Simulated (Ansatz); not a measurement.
Ligand exchange: BH2Cl + GaH2I → BH2I + GaH2Cl

Gas-phase species: BH2Cl `BCl`, singlet; GaH2I `[GaH2][I]`, singlet; BH2I `BI`, singlet; GaH2Cl `[Cl][GaH2]`, singlet. The partners trade Cl for I: B–Cl and Ga–I bonds give way to B–I and Ga–Cl.

Shapes, held fixed at every level: PBE0-D4/def2-TZVP. Programs: Ansatz 0.2.0. The zero-point and thermal change to 298 K, harmonic and unscaled (PBE0-D4/def2-TZVP), is -1.3 kJ/mol.

Q: Estimate ΔH(298 K) of this reaction.

A: The highest level, CCSD(T)/def2-TZVPP, gives ΔH(298 K) = +31.3 kJ/mol; the levels span +31.3 to +41.6. The column of differences is taken from that level and isn't an error. No measured value is set beside it here. For atoms past krypton def2 sets carry core potentials with scalar relativity. Relativity is left out for Ga. Outer-core shells of Ga, I are correlated, in sets that cover them unevenly. CCSD(T)/def2-TZVPP lies outside the range of the other correlated levels here, so it shouldn't be taken on trust.

```csv
level,kind,ΔH(298 K) (kJ/mol),less CCSD(T)/def2-TZVPP
HF/def2-SVP,Hartree–Fock,+40.5,+9.2
HF/def2-TZVPP,Hartree–Fock,+37.1,+5.8
B3LYP-D4/def2-TZVPP,global hybrid,+35.2,+3.9
BHLYP-D4/def2-TZVPP,global hybrid,+37.8,+6.5
wB97X-V/def2-TZVPP,range-separated hybrid,+34.3,+3.0
CCSD/def2-SVP,coupled cluster or CI,+41.6,+10.3
CCSD(T)/def2-TZVPP,coupled cluster or CI,+31.3,0.0
```
